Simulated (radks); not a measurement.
Values are calculated unless marked as measured or tabulated.
Species: Tl+. Configuration: [Hg] (the NIST ground configuration). Code: a radial shooting solver on a logarithmic mesh with Libxc functionals. Model: Dirac Kohn-Sham, PBE, spin-unpolarised, spherical densities, point nucleus; speed of light set to 102.777 atomic units (0.75 times the physical value, a model run).

Normalised radial functions P(r) = r R(r) (large component), r in bohr:

r          4f5/2    5d3/2
0.001291  0.0000   0.0001
0.001503  0.0000   0.0001
0.001735  0.0000   0.0002
0.00202   0.0000   0.0002
0.002333  0.0000   0.0003
0.002716  0.0000   0.0004
0.003137  0.0000   0.0006
0.003652  0.0000   0.0008
0.004217  0.0000   0.0011
0.00487   0.0000   0.0015
0.00567   0.0000   0.0021
0.006548  0.0001   0.0028
0.007623  0.0001   0.0040
0.008804  0.0001   0.0055
0.01025   0.0002   0.0078
0.01184   0.0004   0.0107
0.01378   0.0007   0.0150
0.01591   0.0011   0.0206
0.01853   0.0018   0.0287
0.0214    0.0030   0.0389
0.02491   0.0049   0.0533
0.02877   0.0078   0.0710
0.03322   0.0125   0.0933
0.03867   0.0202   0.1224
0.04466   0.0315   0.1553
0.052     0.0496   0.1946
0.06005   0.0753   0.2341
0.06991   0.1147   0.2740
0.08074   0.1678   0.3043
0.09399   0.2450   0.3198
0.1085    0.3421   0.3098
0.1264    0.4727   0.2641
0.1459    0.6230   0.1819
0.1685    0.7948   0.0629
0.1962    0.9889  -0.0922
0.2266    1.1691  -0.2462
0.2638    1.3337  -0.3850
0.3047    1.4436  -0.4612
0.3547    1.4911  -0.4543
0.4096    1.4618  -0.3522
0.4768    1.3549  -0.1513
0.5507    1.1948   0.1005
0.6411    0.9862   0.3880
0.7404    0.7750   0.6368
0.8619    0.5622   0.8339
0.9954    0.3873   0.9351
1.15      0.2482   0.9490
1.338     0.1426   0.8827
1.546     0.0773   0.7664
1.799     0.0366   0.6155
2.078     0.0161   0.4686
2.419     0.0060   0.3274
2.794     0.0020   0.2170
3.252     0.0005   0.1295
3.756     0.0001   0.0728
4.373     0.0000   0.0356
5.05      0.0000   0.0160
5.879     0.0000   0.0059
6.79      0.0000   0.0020

4f5/2: eigenvalue -110.26 eV, 0 radial nodes, <r> = 0.473 bohr, 90 % of the charge inside 0.757 bohr. 5d3/2: eigenvalue -22.779 eV, 2 radial nodes at r = 0.180, 0.521 bohr, <r> = 1.36 bohr, 90 % of the charge inside 2.09 bohr.
